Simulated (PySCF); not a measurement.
# Correlation energy of La⁺ (lanthanum, charge +1)

[Xe] 5d2, high-spin 3F determinant. Computed with PySCF 2.14 in x2c-TZVPPall with one added diffuse shell each of s, p, d type (12s8p8d3f1g, 106 functions), with the spin-free X2C one-electron Hamiltonian (Gaussian nucleus). Frozen: [Ar] 3d10; 28 electrons correlated.

MP2 pair energies summed by pair of shells (mhartree):

| pair | energy | share (%) |
| --- | --- | --- |
| 4d-4d | -281.77 | 40.6 |
| 4d-5p | -121.55 | 17.5 |
| 5p-5p | -86.84 | 12.5 |
| 5p-5d | -48.43 | 7.0 |
| 4p-4d | -25.64 | 3.7 |
| 5s-5p | -25.34 | 3.6 |
| 4d-5s | -25.23 | 3.6 |
| 4p-4p | -18.12 | 2.6 |
| 4s-4d | -17.16 | 2.5 |
| 4d-5d | -11.32 | 1.6 |
| 4p-5p | -6.68 | 1.0 |
| 4p-5s | -6.24 | 0.9 |
| 5s-5s | -5.00 | 0.7 |
| 5s-5d | -4.78 | 0.7 |
| 5d-5d | -3.52 | 0.5 |
| 4s-4p | -2.65 | 0.4 |
| 4s-4s | -1.82 | 0.3 |
| 4s-5p | -1.03 | 0.1 |
| 4p-5d | -0.84 | 0.1 |
| 4s-5s | -0.57 | 0.1 |
| 4s-5d | -0.20 | 0.0 |

Total MP2 correlation energy: -694.72 mhartree.

Same-spin part -255.68 and opposite-spin part -439.04 mhartree; SCS-MP2 scales them by 1/3 and 6/5 to -612.07 mhartree.

This basis was not built for core-valence correlation, so the inner-shell part is incomplete.
